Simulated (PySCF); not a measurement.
**A small calculation by hand: oscillator strength and radiative lifetime**

Si(H)(OH)(SeH)2 (H4OSe2Si), SMILES O[SiH]([SeH])[SeH].

Geometry: r2SCAN-D4/def2-SVP. The structure was generated by enumeration, and PubChem lists no compound with its InChIKey, so it may never have been made. One conformer was computed; it need not be the lowest.

TDDFT-PBE/def2-SVPD in PySCF puts the first singlet state with f over 0.02 at 5.22 eV (vertical), with the transition dipole (-0.024, 0.487, 0.007) in atomic units.

Question: Find the oscillator strength, the wavelength and the radiative lifetime that this transition would have in vacuum if emission retraced absorption.

Answer: 
|μ|² = 0.2378 au, so |μ| = 1.24 D. ΔE = 5.22/27.211 = 0.1918 hartree. f = (2/3) ΔE |μ|² = 0.030 (the program prints 0.030).
λ = 1239.84/5.22 = 238 nm; ν = 42102 cm⁻¹.
Einstein's coefficient A = 0.6670 ν² f s⁻¹ (ν in cm⁻¹) = 3.6e7 s⁻¹, so τ = 1/A = 28 ns. This state is S3; the lower singlets have f = 0.003, 0.007. The figure is the radiative limit of this one transition; relaxation, internal conversion, crossing to triplets and a medium change what is measured.
